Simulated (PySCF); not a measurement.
In(Et)2(NH2), SMILES [In]([NH2])([CH2]C)[CH2]C (C₄H₁₂InN) (GFN2-xTB optimised geometry):

```
18

In    -0.178    -0.100     0.000
C      2.100    -0.100     0.000
C      2.700    -0.564    -1.320
H      2.449    -0.731     0.820
H      2.390     0.932     0.214
H      2.365     0.067    -2.145
H      2.413    -1.593    -1.539
H      3.792    -0.520    -1.283
C     -1.664    -1.793     0.323
C     -3.078    -1.250     0.432
H     -1.370    -2.308     1.240
H     -1.577    -2.502    -0.503
H     -3.375    -0.756    -0.495
H     -3.149    -0.523     1.242
H     -3.792    -2.054     0.629
N     -0.995     1.793     0.000
H     -1.950     1.879    -0.330
H     -0.455     2.502    -0.483
```

Computed with PySCF with CAM-B3LYP/def2-SVP, def2 effective core potentials past Kr.

### Question
What are the frontier orbital energies and the dipole moment?

### Answer
HOMO-2 -9.15 eV, HOMO-1 -7.86 eV, HOMO -7.64 eV, LUMO 0.18 eV, LUMO+1 1.10 eV; dipole moment 1.14 D.
